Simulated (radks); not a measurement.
Hf3+, configuration [Xe] 4f14 5d1. Calculated with a radial shooting solver on a logarithmic mesh with Libxc functionals: Dirac Kohn-Sham, PBEsol, spin-unpolarised, spherical densities, finite nucleus; open shells are shared between the two j in proportion to 2j + 1; Fermi nuclear charge, rms radius 5.347 fm.

Spin-orbit splittings of the eigenvalues, e(l+1/2) - e(l-1/2), with zeta = 2 splitting/(2l+1) and mean radii in bohr:

shell  occ.  splitting (eV)  zeta (eV)  <r> j=l-1/2  <r> j=l+1/2
2p        6            1191      794.1      0.06613      0.07386
3p        6           255.2      170.2       0.1981       0.2125
3d       10           55.69      22.28       0.1864       0.1908
4p        6           58.48      38.99       0.4747       0.5077
4d       10           10.71      4.284       0.5287       0.5402
4f       14           1.750     0.4999       0.6672       0.6793
5p        6           7.986      5.324        1.253        1.354
5d        1          0.7058     0.2823        1.903        1.950
